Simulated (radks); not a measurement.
Values are calculated unless marked as measured or tabulated.
Problem. The mean radii <r> (bohr) of the occupied orbitals of an atom or ion are listed with their occupations. Level of theory: scalar-relativistic Kohn-Sham, BLYP, spin-polarised, spherical densities, finite nucleus; Fermi nuclear charge, rms radius of each element as measured or else 0.836 A^(1/3) + 0.57 fm (a radial shooting solver on a logarithmic mesh with Libxc functionals).

orbital  occ.      <r>
1s          2  0.01626
2s          2  0.06611

Name the element and its charge. Open shells, if any, are filled with parallel spins first.

Solution. Z = 81, thallium, charge +77: Tl77+ in [He] 2s2. The 1s radius gives Z: for a bare nucleus <r> = (2 gamma + 1)/(2Z) with gamma = sqrt(1 - (Z/c)^2), 0.01613 bohr for Z = 81, and screening makes it slightly larger (0.01626 here). The occupations add up to 4, and the charge is Z minus that.
